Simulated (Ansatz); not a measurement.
The same path of ClF2H3O3W + FH (12 atoms, charge 0, multiplicity 1) was run twice with different band settings. Lost on the way: W1–Cl2, F11–H12. Made: W1–F11, Cl2–H12.

Theory: Ansatz 0.2.0, RHF/def2-SVP.

Relaxed end points:

```xyz
12
Properties=species:S:1:pos:R:3
W -0.102 -0.422 0.438
Cl -0.942 -0.887 2.613
F 1.531 -0.986 1.145
F 0.367 1.281 1.174
O -1.803 0.104 0.029
H -2.669 0.209 0.398
O -0.306 -2.122 -0.191
H 0.148 -2.954 -0.179
O 0.664 0.254 -1.074
H 1.113 1.083 -1.246
F 1.673 2.746 -0.527
H 1.322 2.551 0.293
```

```xyz
12
Properties=species:S:1:pos:R:3
W 0.498 -0.037 -0.254
Cl -1.874 1.261 3.225
F 2.316 -0.481 -0.222
F 1.097 1.722 -0.463
O -1.242 0.431 0.034
H -1.813 0.702 0.745
O 0.204 -1.839 -0.023
H 0.754 -2.604 0.071
O 0.377 -0.085 -2.084
H 0.565 0.489 -2.814
F 0.744 0.288 1.593
H -0.630 1.011 3.065
```

Common settings: movable images 7; climbing image yes; spring 5.0 eV/Å²; optimiser quadratic models (default); force threshold 0.03 eV/Å; iteration limit 60; end points relaxed.

| run | start path |
| --- | --- |
| 1 | through a guess of the saddle point |
| 2 | straight line |

What does each run give, and how far can it be trusted?

Run 1: converged after 49 iterations, highest image 1.335 eV above the first end. A vibrational analysis at the climbing image gives one clearly imaginary mode, 253i cm⁻¹: a first-order saddle point.
Run 2: converged after 54 iterations, highest image 1.334 eV above the first end. The profile has 2 maxima (images 2, 5) with wells between them (image 3): this band takes more than one step, which may be the mechanism or a detour left from its start path. Neighbouring images differ by up to 1.3 eV, so the band resolves the path poorly. Another band between the same ends (7 images) ends at a top of the same energy, where a vibrational analysis finds 1 clearly imaginary mode.
The orbitals stay closed-shell, which can raise the energy where a bond breaks towards radicals; this wasn't checked here.
